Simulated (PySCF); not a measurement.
## Telling isomers of C₇H₉F₃N₂ apart by NMR

[PySCF: GFN2-xTB structure; shielding tensors at PBE0/pcSseg-1 (GIAO); isolated molecule; fast rotation and ring inversion assumed for equivalent nuclei; one conformer; non-relativistic]

Scale: TMS for 1H (σ = 31.72 ppm) and 13C (σ = 186.93 ppm) (reference shieldings calculated alike). Splittings of carbon signals by F and P are missing where no couplings were computed. Where no couplings were computed, multiplicities follow the n + 1 count of equivalent neighbours, and m marks all less simple cases (inequivalent or close neighbours, rings, F or P nearby). Shifts are as computed. Against solution values, carbons near 30 ppm lie about +3 ppm off and those near 130 ppm about +5 ppm. Of 1211 compounds with measured shifts, 218 miss one by over three times the rms of a fit or turn the order of signals round; such compounds aren't used in these exercises.

(1) Tabulate the signals of `C=C/C=N\N(C=C)CC(F)(F)F`, `C=C/C=N/N=C(/CC)C(F)(F)F`, `Cc1cnn(CC(F)(F)F)c1C`, `Cc1cn(CC(F)(F)F)nc1C`, `C=C/C(CC)=N/N=C\C(F)(F)F`, `C=C/C(=N\N=C\CC)C(F)(F)F` and their relative energies.

(2) What is the quickest way to tell C=C/C=N\N(C=C)CC(F)(F)F from C=C/C(CC)=N/N=C\C(F)(F)F?

(3) What is the quickest way to tell Cc1cnn(CC(F)(F)F)c1C from Cc1cn(CC(F)(F)F)nc1C?

(4) What is the quickest way to tell C=C/C=N\N(C=C)CC(F)(F)F from C=C/C(=N\N=C\CC)C(F)(F)F?

Answers

(1) 
```json
{"SMILES": "C=C/C=N\\N(C=C)CC(F)(F)F", "carbon types": "1×C 3×CH 3×CH2", "δC": "144.0, 143.7, 136.4, 134.4, 128.5, 91.5, 62.9", "δH": "7.09 (m, 1H), 7.06 (m, 1H), 6.95 (m, 1H), 5.79 (m, 1H), 5.67 (m, 1H), 4.54 (m, 1H), 4.38 (m, 1H), 4.17 (m, 2H)", "E rel. (kcal/mol)": "58.9"}
{"SMILES": "C=C/C=N/N=C(/CC)C(F)(F)F", "carbon types": "2×C 2×CH 2×CH2 1×CH3", "δC": "144.9, 129.5, 128.8, 128.3, 125.8, 31.6, 15.8", "δH": "6.75 (m, 1H), 6.74 (m, 1H), 5.84 (m, 1H), 5.79 (m, 1H), 2.55 (q, 2H), 1.29 (t, 3H)", "E rel. (kcal/mol)": "52.9"}
{"SMILES": "Cc1cnn(CC(F)(F)F)c1C", "carbon types": "3×C 1×CH 1×CH2 2×CH3", "δC": "144.5, 140.7, 133.1, 120.7, 54.8, 11.3, 10.9", "δH": "7.38 (s, 1H), 4.57 (m, 2H), 2.40 (s, 3H), 2.22 (s, 3H)", "E rel. (kcal/mol)": "0.7"}
{"SMILES": "Cc1cn(CC(F)(F)F)nc1C", "carbon types": "3×C 1×CH 1×CH2 2×CH3", "δC": "152.1, 133.1, 132.9, 123.7, 57.2, 14.3, 11.3", "δH": "7.27 (s, 1H), 4.58 (m, 2H), 2.36 (s, 3H), 2.19 (s, 3H)", "E rel. (kcal/mol)": "0.0"}
{"SMILES": "C=C/C(CC)=N/N=C\\C(F)(F)F", "carbon types": "2×C 2×CH 2×CH2 1×CH3", "δC": "143.7, 136.0, 128.8, 124.4, 111.5, 25.5, 14.9", "δH": "6.60 (m, 1H), 6.13 (m, 1H), 5.79 (m, 1H), 5.70 (m, 1H), 2.29 (q, 2H), 1.28 (t, 3H)", "E rel. (kcal/mol)": "55.2"}
{"SMILES": "C=C/C(=N\\N=C\\CC)C(F)(F)F", "carbon types": "2×C 2×CH 2×CH2 1×CH3", "δC": "130.5, 130.3, 127.7, 127.2, 123.3, 33.3, 14.3", "δH": "6.36 (t, 1H), 6.26 (m, 1H), 6.24 (m, 1H), 5.99 (m, 1H), 2.38 (m, 2H), 1.23 (t, 3H)", "E rel. (kcal/mol)": "54.4"}
```

Energies are electronic energies at PBE0/pcSseg-1 on these geometries, without zero-point or thermal terms, each for the one conformer computed, which needn't be the lowest.

(2) Both give the same number of carbon signals, but DEPT or the intensities differ. The first has an sp3 CH2 bonded to N at 62.9 ppm, the second a methyl carbon (CH3) at 14.9 ppm. Their most deshielded carbons lie at 144.0 and 143.7 ppm. In the proton spectra the most deshielded non-exchanging signals are 7.09 (m, 1H) and 6.60 (m, 1H).

(3) Both give the same number of carbon signals, with the same numbers of each carbon type, so the positions decide. The first has an aromatic CH next to a ring nitrogen at 144.5 ppm, the second a substituted aromatic carbon next to a ring nitrogen (C) at 152.1 ppm.

(4) Both give the same number of carbon signals, but DEPT or the intensities differ. The first has a β carbon of an enol-ether or enamine type C=C (CH2) at 91.5 ppm, the second a methyl carbon (CH3) at 14.3 ppm. Their most deshielded carbons lie at 144.0 and 130.5 ppm. In the proton spectra the most deshielded non-exchanging signals are 7.09 (m, 1H) and 6.36 (t, 1H).
